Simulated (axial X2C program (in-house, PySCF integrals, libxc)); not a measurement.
# Low determinants of AgP at the PBE0 level, two-component

All values were computed with an axial X2C code built on PySCF integrals. Two-component (2c) means X2C with spin–orbit coupling and atomic mean-field two-electron Coulomb and Gaunt terms. Basis: Ag dyall-v3z [12s12p8d3f2g], P dyall-v3z [8s7p2d1f] (cores contracted in-house); Gaussian nuclei, density fitting, unrestricted open shells. Masses: Ag 106.905 u, P 30.974 u.

Search at 2.346 Å (vertical energies from the lowest determinant):

```tsv
ΔE (eV)	state	electrons beyond evenly filled partner blocks	electrons in ±ω = 1/2, 3/2, 5/2, 7/2
0.00	Ω = 1	ω = -1/2, ω = 3/2	41 17 4 0
0.94	Ω = 0	none	42 16 4 0
0.99	Ω = 2	ω = 1/2, ω = 3/2	41 17 4 0
1.04	Ω = 0	none	40 18 4 0
1.98	Ω = 1	2 × ω = 1/2	40 18 4 0
2.69	Ω = 0	3 × ω = 1/2, ω = -3/2	41 17 4 0
3.00	Ω = 1	2 × ω = 1/2	42 16 4 0
```

Lowest determinant, Ω = 1 (⟨Sz⟩ = 1.00, ⟨Lz⟩ = 0.00 at PBE0): Re = 2.341 Å, ωe = 302.1 cm⁻¹.

The determinant in row 2 of the search, Ω = 0 (closed shell), was followed along the bond at PBE0; measured from the minimum of the lowest determinant it gives:

Te = 0.932 eV (7520 cm⁻¹), Re = 2.305 Å, ωe = 316.3 cm⁻¹.

Q: Compare the bond of the determinant in row 2 with that of the lowest one.

A: At PBE0 its Re is 0.036 Å shorter and its force constant, which goes as ωe², is 1.10 times that of the lowest determinant. T0 ≈ Te + Δωe/2 = 7520 + (7) = 7527 cm⁻¹.

The search compares states at one distance, so a state with another bond length can lie lower; it is not exhaustive and yields mostly the lowest determinant of each block pattern, so other components and higher states of one pattern are missing. These are energies of single determinants, not of spin-adapted states; PBE0 term energies can be off by some tenths of an eV, and the functional has no current term. Open-shell Ω = 0 determinants with evenly filled partner blocks cannot be reached by this program, so the Ω shown need not be the lowest component. The lowest determinant need not be the ground state where others lie within half an eV. A closed-shell Ω = 0 row of a π² shell mixes the 0⁺ component of the triplet with ¹Σ⁺ and matches no level; 0⁺ can lie lowest.
